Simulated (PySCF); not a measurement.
C₆H₈OSe, SMILES c1ccc(o1)CC[SeH] at its GFN2-xTB optimised geometry (Å):

```
16

Se    -0.2728    -2.3997    -2.6042
C     -1.8572    -1.9617    -1.4913
C     -1.4276    -1.6827    -0.0543
C     -0.4476    -0.5608     0.0000
C      0.9173    -0.5608     0.0000
C      1.3119     0.8001     0.0000
C      0.1607     1.5211    -0.0020
O     -0.9101     0.7070    -0.0034
H     -1.0486    -3.0074    -3.6648
H     -2.3329    -1.0847    -1.9326
H     -2.5332    -2.8160    -1.5407
H     -0.9667    -2.5761     0.3718
H     -2.3128    -1.4253     0.5325
H      1.5577    -1.4202     0.0086
H      2.3128     1.1799    -0.0002
H     -0.0281     2.5761    -0.0026
```

Level of theory: PBE/def2-TZVP in PySCF. Cells within 0.4 Å of a nucleus heavier than hydrogen are left out (blank, or x).

Map of the deformation density (molecule minus spherical neutral atoms) (e/bohr³) on the plane z = 0.0 Å:

```
|2222222222222222222222222222222|
|2222222222222222222222222222222|
|2222222222222222222222222222222|
|2222222222222211122222222222222|
|2222222222221111111222222222222|
|2222222222211111111122222222222|
|2222222222211111111111222222222|
|2222222222111126311111112222222|
|2222222222111149511111111222222|
|2222222221111138511111111122222|
|222222222211111xx32112111112222|
|222222222222124xx96246511112222|
|222222222225xx6237xx89611112222|
|222222222227xx2002xxx4311112222|
|222222211111x420026721111122222|
|2222221111113521127621111122222|
|2222211111101xx66xx411111122222|
|2222211111123xx98xx421111222222|
|2222111122137623326852111222222|
|22221111344x6411114861111222222|
|2222111135xx3211112321111222222|
|22221111123x5211111111112222222|
|2222111111156311111111112222222|
|2222211111133211111111122222222|
|2222211111111111111222222222222|
|2222221111111111122222222222222|
|2222222111111111222222222222222|
|2222222221111122222222222222222|
|2222222222222222222222222222222|
|2222222222222222222222222222222|
|2222222222222222222222222222222|
```
Scale: ten equal steps from -0.030 (start of '0') to 0.118 (end of '9'), in the order '0123456789'; x runs from -5.00 to 5.00, y from -5.00 (bottom) to 5.00 (top).
